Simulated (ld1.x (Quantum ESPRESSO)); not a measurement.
How hard is this Pd (Z = 46) TM potential?

Pd, norm-conserving Troullier–Martins (Kleinman–Bylander form), made with ld1.x (Quantum ESPRESSO) 7.5 (LDA (PZ), scalar-relativistic). Core [Ar] 3d10, reference 4s2 4p6 4d10 5s0 5p0. Waves: 4s (bound): rc 1.35 bohr; 4p (bound): rc 1.10 bohr; 4d (bound): rc 1.20 bohr. Local part: all-electron potential smoothed inside 1.10 bohr (lloc = -2). Core correction: Bessel-smoothed model core inside 0.85 bohr.

The pseudo-atom Hamiltonian at the reference potential is diagonalised in spherical Bessel functions j_l(qr) that vanish at 20 bohr, with q² up to the cutoff. All-electron valence levels (Ry): 4s -6.2796, 5s -0.2660, 4p -3.7751, 5p -0.0264, 4d -0.3169.

Task: How do the lowest levels (Ry) of each channel move with the cutoff, and are there ghosts?

Result:

| cutoff (Ry) | s #1 | s #2 | s #3 | p #1 | p #2 | d #1 | f #1 | Σ f·Δε (mRy) |
| --- | --- | --- | --- | --- | --- | --- | --- | --- |
| 8 | -5.9114 | -0.2411 | 0.0255 | -2.1839 | 0.0052 | 0.0671 | 0.1152 | 14123.9 |
| 15 | -6.0249 | -0.2767 | 0.0224 | -3.3886 | -0.0160 | 0.0601 | 0.1152 | 6599.7 |
| 30 | -6.1846 | -0.2798 | 0.0222 | -3.6881 | -0.0249 | -0.1796 | 0.1152 | 2085.4 |
| 45 | -6.2644 | -0.2821 | 0.0220 | -3.7126 | -0.0252 | -0.2901 | 0.1152 | 674.1 |
| 70 | -6.2710 | -0.2828 | 0.0220 | -3.7651 | -0.0262 | -0.3159 | 0.1152 | 88.4 |
| 100 | -6.2789 | -0.2836 | 0.0219 | -3.7726 | -0.0264 | -0.3169 | 0.1152 | 17.6 |
| 160 | -6.2796 | -0.2837 | 0.0219 | -3.7750 | -0.0264 | -0.3169 | 0.1152 | 1.6 |
| 230 | -6.2796 | -0.2837 | 0.0219 | -3.7752 | -0.0264 | -0.3169 | 0.1152 | 0.3 |
| 400 | -6.2796 | -0.2837 | 0.0219 | -3.7752 | -0.0264 | -0.3169 | 0.1152 | 0.0 |

Result: no extra level below or beside the all-electron valence levels (s, p, d, f tested); 10 mRy is reached at 140 Ry and 1 mRy at 180 Ry.

Its largest configuration-test error is +481 meV.
